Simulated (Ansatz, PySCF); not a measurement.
Pulling on the B1–H2 bond in C2H7B (SMILES BCC) (multiplicity 1 held, fragments rigid). Energies count from the point at 1.195 Å.
Geometry at that point (charge 0, multiplicity 1):
```xyz
10

B     -0.7451     1.0097     0.7393
H     -1.0555     1.2698     1.8631
H     -1.1425     1.7179    -0.1381
C      0.2045    -0.1837     0.4538
C      0.3821    -0.6374    -0.9973
H     -0.0317    -1.0298     1.1103
H      1.1699     0.1762     0.8572
H      0.6743     0.1982    -1.6362
H     -0.5510    -1.0392    -1.3976
H      1.1427    -1.4149    -1.0944
```

R- and RO- levels are restricted; in cc, def2 and unpolarised 6-31G sets they are followed outwards from rest. Unrestricted levels (U-) break spin symmetry where that is lower. Left out are points that failed, MP2 points in a non-variational dive below the minimum, coupled-cluster points behind a sign of a changed root (a jump of the amplitudes, or a one-step jump against full CI or MRCI), small-basis points behind a change of solution, and semi-empirical points at long bonds. Curves can end on different states.

Correlated levels freeze the cores. Rows in 6-31G* carry no dispersion term and start afresh at each structure (6-31G* with six Cartesian d functions).

Programs: Ansatz (Gaussian orbitals); PySCF for 6-31G* rows. 

Energies in kJ/mol.

```
R (Å)  U-r2SCAN/cc-pVTZ  R-B3LYP/6-31G*  U-wB97X-V/cc-pVTZ  R-MP2/cc-pVTZ  R-CCSD/cc-pVTZ
-----  ----------------  --------------  -----------------  -------------  --------------
0.956               100             106                103            100             100
1.075                20              22                 21             20              20
1.195                 0               0                  0              0               0
1.314                13              12                 12             14              13
1.433                43              43                 43             46              44
1.613               103             105                105            111             106
1.792               168             171                173            180             171
2.090               269             275                282            290             272
2.389               347             364                374            384             353
2.747               392             448                429            472             421
3.225               421             528                455       left out        left out
3.822               436             593                463            607        left out
```

Doubts at one or more of the structures used: a spin-contaminated determinant (U-r2SCAN/cc-pVTZ, U-wB97X-V/cc-pVTZ); a restricted determinant that unrestricted orbitals would lower (R-B3LYP/6-31G*, R-MP2/cc-pVTZ, R-CCSD/cc-pVTZ); other coupled-cluster roots lie near (R-CCSD/cc-pVTZ); T1 above 0.05 (R-CCSD/cc-pVTZ).

Ansatz is a first-principles code.
